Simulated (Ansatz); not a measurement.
Molecule: SiBr2, net charge 0, singlet state. 
Structure (B3LYP-D3(BJ)/def2-TZVP (Ansatz, a program for electronic structure) minimum search):
```
Si
Br 1 2.2694
Br 1 2.2694 2 102.37
```

Basis-set convergence of Hartree-Fock and CCSD(T) correlation energies (hartree) with Ansatz. Correlated levels leave the core frozen unless marked. No spin-orbit coupling. The frozen core is the preceding noble-gas configuration, with the filled d and f shells of earlier blocks. No relativistic terms.

The Hartree-Fock reference is unstable (checked in the largest basis), which strains HF and MP2. 

```csv
basis,functions,E(HF),"E(corr, CCSD(T))"
def2-SVPD,106,-5433.11110,-0.37405
def2-TZVPPD,162,___,___
```

Problem. What belongs in the gaps?

Solution. 
- def2-TZVPPD, E(HF): -5433.83890
- def2-TZVPPD, E(corr, CCSD(T)): -0.47500
